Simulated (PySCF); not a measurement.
A calculated (r2SCAN, PySCF 2.14, x2c-QZVPPall with one added diffuse shell each of s, p, d, f type, the spin-free X2C one-electron Hamiltonian (Gaussian nucleus)) atom or ion has these occupied shells.

```
shell  electrons  orbital energy (eV)  rms radius, mean of both spins (bohr)
 1s α          1              -669.74                                  0.205
 1s β          1              -668.69                                  0.205
 2s α          1              -32.537                                   1.11
 2s β          1              -29.630                                   1.11
 2p α          3              -12.502                                   1.26
 2p β          2              -10.774                                   1.26
```

Problem. Name the element and its charge.

Solution. F (fluorine, neutral), in [He] 2s2 2p5, 2P determinant.
